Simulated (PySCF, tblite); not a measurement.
Species: C2H9FSSi2.
Numbering: `[CH3:1][CH2:2][S:3][Si@H:4]([F:5])[SiH3:6]` (hydrogens: H7, H8, H9 on C1; H10, H11 on C2; H12 on Si4; H13, H14, H15 on Si6)

Geometry (GFN2-xTB, Å), atoms numbered from 1 in this order:
```
atom  x, y, z in Å
C1    -1.9745   -0.3023    0.4490
C2    -1.3512   -0.5345   -0.9130
S3    -0.6880    1.0011   -1.6558
Si4    0.9780    1.3837   -0.3506
F5     1.8967    2.3994   -1.2030
Si6    2.2080   -0.5033    0.1598
H7    -2.7389    0.4683    0.3846
H8    -1.2245    0.0132    1.1722
H9    -2.4357   -1.2219    0.8046
H10   -2.0989   -0.8851   -1.6238
H11   -0.5411   -1.2634   -0.8604
H12    0.5150    2.2582    0.7223
H13    1.5708   -1.2336    1.2620
H14    3.5575   -0.1331    0.5830
H15    2.3224   -1.4386   -0.9642
```

Method used: CAM-B3LYP/def2-SVPD in PySCF (dipole) on a GFN2-xTB geometry, gas phase.

Take the most abundant isotopes and a rigid rotor. The values belong to one conformer with, in the numbering `[CH3:1][CH2:2][S:3][Si@H:4]([F:5])[SiH3:6]`, C1–C2–S3–Si4 69°, C2–S3–Si4–F5 161°.

Q: Give the principal moments of inertia and the rotational constants in GHz.

A: Ia = 237.86, Ib = 385.32, Ic = 537.95 u·Å²; 505379 MHz·u·Å²/I gives 2125, 1312 and 939.5 MHz, that is A = 2.1247, B = 1.3116, C = 0.9395 GHz.

Q: What kind of rotor is it?

A: An asymmetric top. Ray's parameter κ = (2B − A − C)/(A − C) = -0.372; −1 is the prolate and +1 the oblate limit.

Q: Is it planar, by Δ = Ic − Ia − Ib?

A: Not planar: Δ = Ic − Ia − Ib = -85.23 u·Å². For a rigid frame Δ = −2 Σ m c², so Σ m c² = 42.61 u·Å² lies off the ab plane: 13.94 from hydrogen and 28.68 from heavier atoms. The atom farthest from that plane is 1.93 Å away.

Q: Which types of transition are allowed, and where do some lines up to J = 4 fall?

A: The dipole components are |μa| = 1.24 D, |μb| = 2.94 D, |μc| = 0.51 D. Intensities carry the squares of the components, which stand as 0.18 : 1.00 : 0.03 (a : b : c). Some lines, for components of 0.1 D or more:

```
type  branch         J(Ka,Kc)    MHz  lower level (cm⁻¹)
   c       Q  4(2,3) ← 4(1,3)   1394               0.835
   a       R  1(0,1) ← 0(0,0)   2251               0.000
   c       Q  2(2,1) ← 2(1,1)   2439               0.277
   b       Q  4(2,3) ← 4(1,4)   4994               0.715
   b       R  4(2,2) ← 3(3,1)   5079               0.752
   b       Q  4(3,2) ← 4(2,3)   5293               0.882
   c       R  2(1,1) ← 1(0,1)   6059               0.075
   a       R  3(2,2) ← 2(2,1)   6753               0.359
   b       R  2(2,1) ← 1(1,0)   7313               0.115
   b       R  4(1,3) ← 3(2,2)   7530               0.584
   a       R  4(3,1) ← 3(3,0)   9267               0.753
   b       R  3(3,1) ← 2(2,0)  11704               0.362
   b       R  3(3,0) ← 2(2,1)  11824               0.359
```

Q: Estimate the classical rotational partition function at 10 K, 50 K and 100 K.

A: Point group C1, symmetry number σ = 1; q = (√π/σ)·√((kT/h)³/(ABC)), k/h = 20836.6 MHz/K: 3290 at 10 K, 36800 at 50 K, 104000 at 100 K.

Its GFN2-xTB frequencies are all real (lowest 42 cm⁻¹). Constants of a rigid frame at the computed geometry: no zero-point averaging, no centrifugal distortion. A rigid rotor knows nothing of internal rotation, which can split or shift real lines.
